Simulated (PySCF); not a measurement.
C3H12BN.
SMILES with atom numbers: `[BH3-:1][NH2+:2][CH2:3][CH2:4][CH3:5]` (hydrogens: H6, H7, H8 on B1; H9, H10 on N2; H11, H12 on C3; H13, H14 on C4; H15, H16, H17 on C5)

The calculation used PBE0-D3(BJ)/def2-SVP geometry optimisation, gas phase in PySCF 2.14.0.

(1) List the bond lengths, angles and torsions at this level.

Answers

(1) 
```tsv
bond	length (Å)	order
B1–N2	1.626	single
N2–C3	1.471	single
C3–C4	1.520	single
C4–C5	1.522	single
B1–H6, B1–H7, B1–H8	1.226	single
N2–H9, N2–H10	1.022	single
C3–H11, C3–H12	1.100	single
C4–H13, C4–H14	1.103	single
C5–H15, C5–H16, C5–H17	1.101	single
```

Bonds in one row agree within 0.01 Å and their mean is given. Orders are formal, as drawn. A selection of angles:
```tsv
angle	degrees
N2–B1–H6	105.6
H6–B1–H7	112.9
B1–N2–C3	115.1
B1–N2–H9	107.8
C3–N2–H9	110.0
H9–N2–H10	105.7
N2–C3–C4	114.1
N2–C3–H11	106.5
N2–C3–H12	106.5
C4–C3–H11	111.4
H11–C3–H12	106.5
C3–C4–C5	114.5
C3–C4–H13	107.4
C3–C4–H14	109.5
C5–C4–H13	109.5
H13–C4–H14	105.5
C4–C5–H15	112.4
H15–C5–H16	107.6
```

Torsions: B1–N2–C3–C4 178° (antiperiplanar); N2–C3–C4–C5 63° (synclinal). The mirror-image conformer, all signs reversed, is as good.

N2 (nitrogen bonded to B, C and 2 H) is distorted tetrahedral (angles from 105.7° to 115.1°). B1 (four-coordinate boron) is distorted tetrahedral (angles from 105.6° to 113.0°). Of the pairs four or more bonds apart, H9···H15 is among the closest relative to their van der Waals radii: 2.29 Å, 95 % of the sum of Bondi's values.

Point group: C1 (no symmetry element, even within 0.4 Å). PBE0-D3(BJ)/def2-SVP frequencies: not computed here. The numbers are those of one conformer.
